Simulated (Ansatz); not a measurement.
Calculated with Ansatz (gas phase, PBE0-D4/def2-TZVP geometries, no zero-point term in ΔE). CBS: MP2 limit from def2 TZ/QZ plus the TZ coupled-cluster correction, frozen cores. This one scheme is used for every species. Functionals use def2-TZVPP. def2 core potentials past Kr. For Sb, Se outer-core shells are correlated without core-valence functions, which leaves a few kJ/mol of doubt a bond. Scalar relativity is left out up to krypton. One conformer a species, not always the lowest.

`[OH][SbH][SiH2][SeH]` + CH₃OH → `[CH3][SbH][OH]` + `O[SiH2][SeH]`  (formal exchange of groups at the Sb–Si bond)

**Question.** Is it downhill or uphill in electronic energy at CCSD(T)/CBS, and by how much? (An estimate is asked.)

**Answer.** Ansatz gave: Downhill: ΔE = -35.0 kcal/mol.

**Question.** What do these levels give: PBE0-D4, r2SCANh-D4, CAM-B3LYP-D4, RPA@PBE/def2-TZVPP, CCSD/def2-SVP, HF/def2-TZVPP? (Best estimate.)

**Answer.** Computed: PBE0-D4 -30.3, r2SCANh-D4 -33.7, CAM-B3LYP-D4 -34.4, RPA@PBE/def2-TZVPP -34.1, CCSD/def2-SVP -27.1, HF/def2-TZVPP -38.1 kcal/mol.

**Question.** What do rigid-rotor, harmonic-oscillator terms from PBE0-D4/def2-TZVP frequencies (298.15 K, 1 bar) make of the CCSD(T)/CBS value? (Estimate.)

**Answer.** Computed: ΔZPE = -1.1 kcal/mol, ΔH = -36.2 kcal/mol, ΔS = 8 J/(mol·K), ΔG = -36.8 kcal/mol. Modes under 50 cm⁻¹ make the entropy rough.

Largest T1 diagnostic among the species: 0.013.

In def2-TZVPP, CCSD(T) changes the Hartree–Fock value by +3.1 kcal/mol (the triples alone add +0.8 kcal/mol) and MP2 by +1.5 kcal/mol. Leaving LDA and LC-ωPBE aside and taking each functional with its dispersion term where it has one, the values, not all of them listed here, spread over 6.4 kcal/mol, from B2PLYP to PBE-D4. LDA lies +1.0 kcal/mol from PBE without D4. The D4 term adds +1.8 kcal/mol with B3LYP and +1.0 kcal/mol with PBE0; it sums over pairs of atoms, weighted by their polarisabilities, and B3LYP, whose exchange is more repulsive, gets the larger term.

B3LYP here is the variant with VWN-RPA as its local correlation; programs differ in this.
